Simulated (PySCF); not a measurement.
Computed shifts of a molecule C2H5F3Si, HF/pcSseg-1 in PySCF, GIAO, gas phase, atoms alike by connectivity averaged where their shifts nearly agree, in ppm (number of nuclei): ²⁹Si: -32.6 (1). ¹³C: 121.5 (1), -7.0 (1). ¹⁹F: -56.2 (3). ¹H: 4.27 (2), 0.84 (3). References: ²⁹Si against TMS (σ = 393.8 ppm); ¹³C against TMS (σ = 192.6 ppm); ¹⁹F against CFCl3 (σ = 238.5 ppm); ¹H against TMS (σ = 31.99 ppm), references at their B3LYP-D3(BJ)/def2-TZVP geometries, non-relativistic. Geometry: B3LYP-D3(BJ)/def2-SVP. The values are those of a single conformer.

Problem. Pick the molecule that these values belong to.
(A) C[SiH2]C(F)(F)F
(B) FC[SiH2]C(F)F
(C) C[Si@@H](F)C(F)F
(D) F[SiH2]CC(F)F

Solution. A, C[SiH2]C(F)(F)F
